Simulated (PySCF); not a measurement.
Input of a run (PBE0-D3(BJ)/def2-SVP geometry optimisation, gas phase (PySCF 2.14.0)), started from a GFN2-xTB structure with every atom displaced at random (by about 0.01 Å):
```
{"job": {"xc": "PBE0", "basis": "def2-SVP", "d3": "d3bj", "grid": 1, "shake": 0.01, "kind": "geom"}, "charge": 0, "multiplicity": 1}
F     -0.757520     1.241960     0.664180
Ge    -0.474390    -0.309750    -0.061620
S      1.673720    -0.314700    -0.472720
H     -1.323400    -0.279890    -1.282450
H     -0.941560    -1.251940     1.013320
H      1.847320     0.884320     0.094630
```

Output (energies in Eh, forces in Eh/bohr):
```
step   0  E = -2575.92784294  max force = 0.016630
step   1  E = -2575.93004899  max force = 0.008578
step   2  E = -2575.93081917  max force = 0.000792
step   3  E = -2575.93083118  max force = 0.000223
optimisation converged
```

Q: Summarise the run.

A: The energy falls by 0.081 eV over 4 energy and gradient evaluations, the largest force component goes from 0.0166 to 2.2e-04 Eh/bohr, and the atoms move by 0.052 Å rms after alignment. The bond that changes most is Ge2–H4 (ends: germanium bonded to F, S and 2 H; Ge–H hydrogen), which lengthens by 0.048 Å. Bonds longer at the end by more than 0.005 Å: 5 of 5; shorter: 0. Among the angles that change most is F1–Ge2–H5, from 102.1° to 106.6°. The energy never rose by more than 1e-6 Eh on the way. The first step brought 74 % of the lowering.

Q: What are the final bond lengths?

A: F1–Ge2 1.743 Å, Ge2–S3 2.221 Å, Ge2–H4 1.535 Å, Ge2–H5 1.535 Å, S3–H6 1.352 Å. Numbering counts from 1 in the input's order; the species is `[F][GeH2][SH]`.

The run used 79 basis functions and 26 SCF cycles in all. On Arm Neoverse V2, one thread, no GPU, shared host with 32 logical CPUs at a one-minute load of 28, this took 7.9 s and 0.33 GiB of memory at its peak.

No PBE0-D3(BJ)/def2-SVP frequencies stand behind this structure, so it isn't proved a minimum. One conformer, not necessarily the lowest.

Conformer computed: `[F:1][GeH2:2][SH:3]`: H–S3–Ge2–F1 6°.
